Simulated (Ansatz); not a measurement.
`C[SiH]1C[O][Al]1[F]` → Al• + 2 C• + F• + 6 H• + O• + Si•  (atomization)

Program: Ansatz. Geometries: PBE0-D4/def2-TZVP. ΔE: electronic, gas phase. CBS: MP2 limit from def2 TZ/QZ plus the TZ coupled-cluster correction, frozen cores. This one scheme is used for every species, atoms too. DFT in def2-TZVPP. B3LYP here is the variant with VWN-RPA as its local correlation; programs differ in this. No spin–orbit coupling; open shells (•) take unrestricted orbitals. Spin–orbit coupling would lower the free atoms: a little for Al, C, F, O, Si.

```tsv
level	ΔE (kJ/mol)	difference from CCSD(T)/CBS
r2SCAN-D4	4593.7	13.0
PBE0-D4	4562.5	-18.2
B3LYP-D4	4549.9	-30.8
ωB97X-V	4588.1	7.4
ωB97M-V	4580.0	-0.7
B2PLYP	4516.5	-64.2
PBE	4620.4	39.7
r2SCAN	4587.2	6.5
PBE0	4540.3	-40.4
B3LYP	4507.8	-72.9
MP2/def2-TZVPP	4555.2	-25.5
SCS-MP2/def2-TZVPP	4513.0	-67.7
CCSD/def2-TZVPP	4386.5	-194.2
MP2/def2-QZVPP	4629.3	48.6
HF/CBS(def2)	3358.8	-1221.9
CCSD/CBS(def2)	4510.1	-70.6
CCSD(T)/CBS	4580.7	0
```

Largest T1 diagnostic among the species: 0.018.

From PBE to PBE0 (25 % exact exchange), in def2-TZVPP and without D4, ΔE moves by −80.1 kJ/mol: exact exchange takes away binding that semilocal exchange gives to molecules. In def2-TZVPP, CCSD(T) changes the Hartree–Fock value by +1108.7 kJ/mol (the triples alone add +70.5 kJ/mol) and MP2 by +1206.9 kJ/mol; breaking electron pairs costs correlation energy, which Hartree–Fock lacks.

For atomizations the MP2-based limit and the directly extrapolated one differ by several kJ/mol either way, and by 10 to 25 for some Ge, Se and Sn compounds, so smaller differences from it don't rank the levels.
